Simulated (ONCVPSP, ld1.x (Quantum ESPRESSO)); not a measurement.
# Hardness and transferability of assorted potentials

Generated with ld1.x 7.5 (TM, RRKJ, ultrasoft, PAW), atompaw 4.2 or ONCVPSP 4.0.1. The cutoff is in Ry: for ld1.x and atompaw files where the sum of valence levels is converged to 10 mRy in a Bessel basis, for ONCV files where the hardest occupied wave has 1 mHa per electron of residual kinetic energy. The error is the largest all-electron minus pseudo excitation energy over each file’s own four to seven test configurations (ionisations up to +4, promotions, holes and added fractions of an electron), all of which were solved. The labels leave out finer settings (local radius, basis sizes, second energies), which also bear on the numbers. Spin-polarised tests are not counted. The rows are a selection from randomly drawn settings: files with unsolved tests, undetermined cutoffs or missed reference levels are left out.

A true bound ghost makes a file unfit for plane-wave use even where its test errors are small: the radial tests pick states by their node count and pass the ghost by.

| element | potential | cutoff (Ry) | largest error (meV) | bound ghosts |
| --- | --- | --- | --- | --- |
| Fe | ONCV, PBEsol, scalar-relativistic, rc 2.45/2.25/1.45 (spd), local smoothed, core correction yes, reference 3d6 4s1.75, qcut 2.7/2.9/9.2, projectors 3/2/1 | 77 | -386 | none |
| Ag | ONCV, PBEsol, fully relativistic, rc 2.70/2.10/1.25 (spd), local smoothed, core correction yes, reference 4d10 5s1, qcut 2.5/4.1/6.5, projectors 3/1/2 | 182 | -283 | s, p3/2, p1/2 |
| Sn | TM, PBEsol, scalar-relativistic, rc 1.55/2.80/3.05 (spd), local smoothed, core correction yes, reference 5s2 5p2 | 35 | -315 | none |
| Gd | ONCV, PBEsol, fully relativistic, rc 2.20/2.55/3.65/1.50 (spdf), local smoothed, core correction yes, reference 4f7 5s2 5p6 5d1 6s1, qcut 6.7/5/4.5/13.4, projectors 2/2/2/2 | 135 | +33 | none |

Problem. Fill in the row for Pb: RRKJ, PBE, scalar-relativistic, rc 1.90/2.20/2.38 (spd), local s, core correction yes, reference 5d10 6s1.75 6p2.25.

Solution. cutoff 35 Ry, largest error -213 meV, bound ghosts: none.

Problem. Fill in the row for V: PAW, LDA (PZ), scalar-relativistic, rc 2.70/1.45/1.60 (spd), local smoothed, core correction yes, reference 3p6 3d3 4s1.75 4p0.

Solution. cutoff 40 Ry, largest error -66 meV, bound ghosts: s.
